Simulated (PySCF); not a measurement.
Compound: C₆H₅NS.
Atom-mapped SMILES: `[cH:1]1[cH:2][c:3]2[s:4][cH:5][cH:6][c:7]2[nH:8]1`

Geometry (GFN2-xTB, Å), atoms numbered from 1 in this order:
```
atom  x, y, z in Å
C1    -1.9866   -0.3499   -0.0219
C2    -1.5726    0.9099    0.3248
C3    -0.1677    0.8811    0.2593
S4     1.2062    1.9012    0.4985
C5     2.2632    0.5879    0.0768
C6     1.6217   -0.5679   -0.2311
C7     0.2235   -0.4026   -0.1271
N8    -0.9063   -1.1423   -0.2948
H9    -2.9835   -0.7381   -0.0932
H10   -2.1948    1.7400    0.5901
H11    3.3200    0.7664    0.0861
H12    2.1197   -1.4774   -0.5140
H13   -0.9473   -2.1079   -0.5711
```

NICS is the negative of the GIAO shielding at a point without a nucleus: at the ring centre (0) and 1 Å above and below it (1); zz is the component along the ring normal. Level: GIAO PBE0/pcSseg-1 (PySCF, non-relativistic, gas phase) on the GFN2-xTB geometry, one conformer.

Rings: 1. C1–C2–C3–C7–N8; 2. C3–S4–C5–C6–C7.

```csv
set,NICS(0),"NICS(1), two faces","NICS(1)zz, two faces"
P,-12.0,-10.1 / -10.1,-22.9 / -22.9
Q,-13.6,-11.1 / -11.1,-28.8 / -28.8
```

Q: Which set (ppm) belongs to which ring?

A: P = 2, Q = 1.
- 1 (5-membered ring with N; formal bonds all aromatic): mean NICS(1)zz -28.8 ppm, shielded. For a flat ring without four-coordinate atoms the NICS criterion counts such a value as aromatic, though in fused rings the probe also feels the neighbouring ring.
- 2 (5-membered ring with S; formal bonds all aromatic): mean NICS(1)zz -22.9 ppm, shielded. For a flat ring without four-coordinate atoms the NICS criterion counts such a value as aromatic, though in fused rings the probe also feels the neighbouring ring.

Q: How do the rings differ in shape?

A: 
| ring | bond lengths (Å) | rms pucker (Å) | HOMA | nearest outside atom to a NICS(1) probe (Å) |
| --- | --- | --- | --- | --- |
| 1 | 1.371, 1.407, 1.396, 1.361, 1.367 | 0.00 | 0.93 | hydrogen 2.39 |
| 2 | 1.728, 1.738, 1.357, 1.412, 1.396 | 0.00 | 0.80 | hydrogen 2.52 |

HOMA = 1 − mean of α(R − Ropt)² over the ring bonds, with Krygowski's 1993 parameters (CC: Ropt 1.388 Å, α 257.7 Å⁻²; CN: Ropt 1.334 Å, α 93.52 Å⁻²; CS: Ropt 1.677 Å, α 94.09 Å⁻²).
